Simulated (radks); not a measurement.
Initial-state core-level shifts of neutral praseodymium when its valence configuration changes from [Xe] 4f3 6s2. Method: scalar-relativistic Kohn-Sham, PBE, spin-polarised, spherical densities, finite nucleus; open shells are filled with parallel spins first (spin-orbit coupling, left out, can overturn this in heavy ions); Fermi nuclear charge, rms radius 4.8919 fm; computed with a radial shooting solver on a logarithmic mesh with Libxc functionals. Shifts are changes of the shell-averaged eigenvalues in eV (positive: less bound); the change of the density at the nucleus, which sets a Mossbauer isomer shift, is in e/bohr^3, on a base of 4.336e+05.

| valence | 2s | 3p | 4d | 5s | density at nucleus |
|---|---|---|---|---|---|
| 4f2.5 5d0.5 6s2 | -3.139 | -3.570 | -3.128 | -1.577 | +11.88 |
| 4f1 5d2 6s2 | -14.619 | -16.790 | -14.195 | -6.495 | +54.96 |
| 4f3 5d1 6s1 | +1.186 | +1.105 | +1.193 | +1.420 | -16.56 |
| 4f1.5 5d2 6s1.5 | -9.475 | -11.020 | -9.274 | -3.843 | +27.96 |
| 4f3 6s1 6p1 | -1.022 | -1.021 | -1.019 | -1.012 | -14.55 |
| 4f3 6p2 | -2.063 | -2.042 | -2.062 | -2.117 | -31.96 |
| 4f2 6s2 6p1 | -9.888 | -10.776 | -9.760 | -6.310 | +35.34 |
